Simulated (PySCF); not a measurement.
C2H5FOSi2, SMILES F[Si@H]1[SiH2]CC1=O.

Geometry: B3LYP-D3(BJ)/def2-SVP. The structure was generated by enumeration; whether it is a known compound was not checked.

Two levels are set side by side: PBE/def2-TZVP (PySCF) and PBE0/def2-TZVP (PySCF). Same geometry, gas phase. Differences are taken from unrounded values.

| quantity | PBE0 | PBE | PBE minus PBE0 |
|---|---|---|---|
| orbital gap (eV) | 4.68 | 2.40 | -2.28 |
| highest occupied level (eV) | -6.85 | -5.54 | 1.31 |
| lowest empty level (eV) | -2.17 | -3.14 | -0.97 |
| dipole moment (D) | 2.58 | 2.31 | -0.26 |
| mean polarisability (bohr³) | 78.2 | 81.9 | 3.6 |

PBE's occupied levels lie high since its potential decays too fast outside the molecule; exact exchange lowers them and widens the gap. PBE's more diffuse valence density responds more strongly to a field. Differences between two approximate levels are no errors against the true value.

Rough cost on one machine, each run with all the roots and properties that it gave: PBE0 against PBE within a factor of 2.
